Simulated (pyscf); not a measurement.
Structures and frequencies: ωB97X-D3(BJ)/def2-SVP in PySCF.

### Question
For the elementary gas-phase step [HN=Si–NH₂]• (SMILES N=[Si]N) → [HN–SiH=NH]• (SMILES [NH][SiH]=N) (doublet surface; H–N broken, H–Si formed), what barrier and reaction energy does B3LYP-D3(BJ)/def2-TZVP give, measured from the reactant's lowest minimum found?

### Answer
ΔE‡ = 2.56 eV, ΔE = +1.25 eV. CCSD(T)/def2-TZVPP + ΔMP2(QZVPP) gives 2.55 eV and +1.37 eV. Zero-point energy shifts the barrier by -0.19 eV. It is a hydrogen shift, with an imaginary mode of 1645i cm⁻¹. On the product side the descent ends in a point that may be a rotor saddle (no frequency run), 0.06 eV over the lowest minimum found and 1.21 eV under the saddle at ωB97X-D3(BJ)/def2-TZVP. One saddle was located; it need not be the lowest between these sides. The CCSD(T) − MP2 part came from Ansatz, without density fitting, on the same reference. A UHF reference is spin-contaminated (<S²> up to 1.10), which harms MP2 most.
